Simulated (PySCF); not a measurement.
# Telling isomers of C7H15B apart by NMR

- geometry: PBE0-D3(BJ)/def2-SVP
- shielding tensors at PBE0/pcSseg-1 (GIAO)
- code: PySCF 2.14
- fast rotation and ring inversion assumed for equivalent nuclei, no solvent, one computed conformer, relativity neglected

Scale: ¹H and ¹³C vs TMS (reference shieldings calculated alike). Where no couplings were computed, multiplicities follow the n + 1 count of equivalent neighbours, and m marks all less simple cases (inequivalent or close neighbours, rings, F or P nearby). Couplings to H on boron are left out. Carbons bonded to boron are broad in practice. Shifts are as computed. Against solution values, carbons near 30 ppm lie about +2 ppm off and those near 130 ppm about +5 ppm. Of 1211 compounds with measured shifts, 218 miss one by over three times the rms of a fit or turn the order of signals round; such compounds aren't used in these exercises.

(1) Tabulate the signals of `CB1CCCC[C@H]1C`, `CC(C)(C)BC1CC1` and their relative energies.

(2) What is the quickest way to tell CB1CCCC[C@H]1C from CC(C)(C)BC1CC1?

Answers

(1) 
```json
{"SMILES": "CB1CCCC[C@H]1C", "carbon types": "1×CH 4×CH2 2×CH3", "δC": "33.7, 29.3, 27.6, 27.4, 24.2, 15.7, 15.0", "δH": "1.77 (m, 1H), 1.56 (m, 1H), 1.53 (m, 1H), 1.53 (m, 1H), 1.53 (m, 1H), 1.40 (m, 1H), 1.33 (m, 1H), 1.25 (m, 1H), 0.90 (d, 3H), 0.80 (s, 3H), 0.68 (m, 1H)", "E rel. (kcal/mol)": "0.0"}
{"SMILES": "CC(C)(C)BC1CC1", "carbon types": "1×C 1×CH 2×CH2 3×CH3", "δC": "27.0, 26.9, 10.7, 10.6", "δH": "5.77 (br, 1H), 1.04 (m, 2H), 0.98 (s, 9H), 0.85 (m, 2H), 0.62 (m, 1H)", "E rel. (kcal/mol)": "32.6"}
```

Energies are electronic energies at PBE0/pcSseg-1 on these geometries, without zero-point or thermal terms, each for the one conformer computed, which needn't be the lowest.

(2) Count the carbon signals: 7 against 4. The first has an sp3 CH2 in a ring at 33.7 ppm, the second a fully substituted sp3 carbon bonded to B (C) at 26.9 ppm. Their most deshielded carbons lie at 33.7 and 27.0 ppm. In the proton spectra the most deshielded non-exchanging signals are 1.77 (m, 1H) and 5.77 (br, 1H).
